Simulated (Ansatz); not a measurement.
AlMe2(sacsac) (C7H13AlS2). The state is a triplet with charge 0. Geometry PBE-D4/def2-SVP, that of the neutral singlet; atoms count from 1.

```xyz
23

Al   -0.7644    0.2500    1.6319
C    -2.1122    1.3521    0.7051
H    -1.9291    1.4194   -0.3884
H    -2.1260    2.3909    1.1011
H    -3.1362    0.9414    0.8426
C    -0.7978   -0.0794    3.5747
H     0.0337   -0.7274    3.9199
H    -1.7486   -0.5656    3.8831
H    -0.7336    0.8737    4.1430
S     1.3783    0.9841    1.0232
C     1.4534    0.6779   -0.6644
C     2.4487    1.5425   -1.3989
C     0.7630   -0.2949   -1.4112
C     0.0128   -1.4268   -1.0231
C    -0.2482   -2.4605   -2.0932
S    -0.6102   -1.8194    0.5188
H     2.7157    1.1288   -2.3905
H     2.0217    2.5574   -1.5468
H     3.3677    1.6770   -0.7944
H     1.0035   -0.2765   -2.4883
H     0.6540   -2.6476   -2.7099
H    -1.0407   -2.0854   -2.7773
H    -0.6054   -3.4115   -1.6572
```

Single mean-field runs in def2-TZVP are fitted with def2-universal-jkfit. At PBE0-D4/def2-TZVP a singlet of charge 0 lies 2.01 eV below the triplet at the same geometry.

Q: Estimate the Mulliken populations from the PBE0/def2-TZVP orbitals of Ansatz.

A: 
| atom | charge (e) | spin (α − β) |
| --- | --- | --- |
| Al1 | 0.46 | 0.02 |
| C2 | -0.60 | 0.07 |
| H3 | 0.13 | 0.00 |
| H4 | 0.14 | 0.00 |
| H5 | 0.14 | 0.00 |
| C6 | -0.62 | 0.00 |
| H7 | 0.14 | 0.00 |
| H8 | 0.14 | 0.00 |
| H9 | 0.13 | 0.00 |
| S10 | -0.15 | 0.45 |
| C11 | 0.13 | 0.36 |
| C12 | -0.37 | -0.03 |
| C13 | -0.20 | 0.29 |
| C14 | 0.12 | 0.37 |
| C15 | -0.39 | -0.03 |
| S16 | -0.16 | 0.44 |
| H17 | 0.12 | 0.00 |
| H18 | 0.14 | 0.03 |
| H19 | 0.14 | 0.01 |
| H20 | 0.13 | -0.02 |
| H21 | 0.13 | 0.01 |
| H22 | 0.14 | 0.03 |
| H23 | 0.15 | 0.00 |
Mulliken values depend strongly on the basis.

Q: Where does the spin sit?

A: Summed by element: Al 0.02, C 1.03, H 0.06, S 0.89, of 2 unpaired in all. Largest on single atoms: S10 0.45, S16 0.44, C14 0.37.

Q: And the Mayer bond orders between heavy atoms (over 0.3)?

A: Al1–C2 0.94 (1.97 Å); Al1–C6 0.99 (1.97 Å); Al1–S10 0.75 (2.35 Å); Al1–S16 0.76 (2.35 Å); S10–C11 1.25 (1.72 Å); C11–C12 0.95 (1.51 Å); C11–C13 1.32 (1.41 Å); C13–C14 1.30 (1.41 Å); C14–C15 0.95 (1.51 Å); C14–S16 1.28 (1.71 Å).
